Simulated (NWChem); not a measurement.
# CH3NO3Si; SMILES O=C=N[SiH](O)O

```xyz
9

Si    -0.0560     0.9494     0.4355
O     -1.4752     1.5260    -0.2029
O      1.2310     1.7968    -0.2021
N      0.2189    -0.7238     0.0434
C      0.1326    -1.9278    -0.0668
O      0.0818    -3.1012    -0.1947
H     -0.2010     1.0813     1.9085
H     -1.4755     1.6603    -1.1672
H      2.0091     1.2521    -0.4121
```
Atoms are numbered in this order, from 1.

Level: PBE-D3(BJ)/def2-SVP (NWChem), optimised geometry, unscaled harmonic frequencies. 

```json
[
 {"frequency (cm⁻¹)": "48", "IR intensity (km/mol)": "0.2"},
 {"frequency (cm⁻¹)": "53", "IR intensity (km/mol)": "1.1"},
 {"frequency (cm⁻¹)": "143", "IR intensity (km/mol)": "92.4"},
 {"frequency (cm⁻¹)": "207", "IR intensity (km/mol)": "34.3"},
 {"frequency (cm⁻¹)": "273", "IR intensity (km/mol)": "30.9"},
 {"frequency (cm⁻¹)": "327", "IR intensity (km/mol)": "87.5"},
 {"frequency (cm⁻¹)": "363", "IR intensity (km/mol)": "46.9"},
 {"frequency (cm⁻¹)": "563", "IR intensity (km/mol)": "55.1"},
 {"frequency (cm⁻¹)": "586", "IR intensity (km/mol)": "30.7"},
 {"frequency (cm⁻¹)": "596", "IR intensity (km/mol)": "57.8"},
 {"frequency (cm⁻¹)": "753", "IR intensity (km/mol)": "63.2"},
 {"frequency (cm⁻¹)": "770", "IR intensity (km/mol)": "104.6"},
 {"frequency (cm⁻¹)": "821", "IR intensity (km/mol)": "117.1"},
 {"frequency (cm⁻¹)": "854", "IR intensity (km/mol)": "349.9"},
 {"frequency (cm⁻¹)": "890", "IR intensity (km/mol)": "101.7"},
 {"frequency (cm⁻¹)": "957", "IR intensity (km/mol)": "193.3"},
 {"frequency (cm⁻¹)": "1466", "IR intensity (km/mol)": "40.2"},
 {"frequency (cm⁻¹)": "2259", "IR intensity (km/mol)": "120.7"},
 {"frequency (cm⁻¹)": "2397", "IR intensity (km/mol)": "1167.4"},
 {"frequency (cm⁻¹)": "3761", "IR intensity (km/mol)": "81.8"},
 {"frequency (cm⁻¹)": "3772", "IR intensity (km/mol)": "77.8"}
]
```

The zero-point energy is 31.2 kcal/mol and the thermal correction to the enthalpy at 298.15 K (with zero-point energy) comes out as 36.7 kcal/mol. The heat capacity Cv is 25.4 cal/(mol K) and the entropy at 298.15 K and 1 atm (symmetry number 1) is 88.4 cal/(mol K). The dipole moment is 1.70 D.

Rigid rotor and harmonic oscillator; modes under 100 cm⁻¹ make the entropy uncertain.
